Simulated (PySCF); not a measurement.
# Correlation energy of Br(3+) (bromine, charge +3)

[Ar] 3d10 4s2 4p2, high-spin 3P determinant. All numbers are calculated (PySCF 2.14, the non-relativistic Hamiltonian (point nucleus), in def2-TZVPPD). Frozen: [Ar] 3d10; 4 electrons correlated.

| level | correlation energy (mhartree) |
| --- | --- |
| CCSD | -77.26 |
| (T) | -1.49 |
| CCSD(T) | -78.75 |
| CCSDT | -79.13 |

Diagnostics: T1 = 0.0060, D1 = 0.0158, largest double amplitude 0.095.

Cost of the coupled-cluster step: of the order of 2.9 core-seconds, for 4 correlated electrons.

Iterations:

```
CC2 = 0
CCSD nocc = (np.int64(3), np.int64(1)), nmo = (43, 43)
frozen orbitals [[0, 1, 2, 3, 4, 5, 6, 7, 8, 9, 10, 11, 12, 13], [0, 1, 2, 3, 4, 5, 6, 7, 8, 9, 10, 11, 12, 13]]
max_cycle = 100
direct = 0
conv_tol = 1e-08
conv_tol_normt = 1e-06
diis_space = 8
diis_start_cycle = 0
Init t2, MP2 energy = -0.0604487446415541
Init E_corr(UCCSD) = -0.0604487446630867
cycle = 1  E_corr(UCCSD) = -0.0725985845457237  dE = -0.0121498399  norm(t1,t2) = 0.0384879
cycle = 2  E_corr(UCCSD) = -0.0756667959494906  dE = -0.0030682114  norm(t1,t2) = 0.0135828
cycle = 3  E_corr(UCCSD) = -0.077278972306728  dE = -0.00161217636  norm(t1,t2) = 0.00570728
cycle = 4  E_corr(UCCSD) = -0.077255867153079  dE = 2.31051536e-05  norm(t1,t2) = 0.000799242
cycle = 5  E_corr(UCCSD) = -0.0772610276702055  dE = -5.16051713e-06  norm(t1,t2) = 9.37577e-05
cycle = 6  E_corr(UCCSD) = -0.0772599876818853  dE = 1.03998832e-06  norm(t1,t2) = 1.59485e-05
cycle = 7  E_corr(UCCSD) = -0.0772604103809718  dE = -4.22699086e-07  norm(t1,t2) = 1.70552e-06
cycle = 8  E_corr(UCCSD) = -0.0772603076124794  dE = 1.02768492e-07  norm(t1,t2) = 3.22903e-07
cycle = 9  E_corr(UCCSD) = -0.0772603106188302  dE = -3.00635078e-09  norm(t1,t2) = 4.65639e-08
UCCSD converged
E(UCCSD) = -2570.065004555022  E_corr = -0.07726031061883018
UCCSD(T) correction = -0.00148533290041189
```
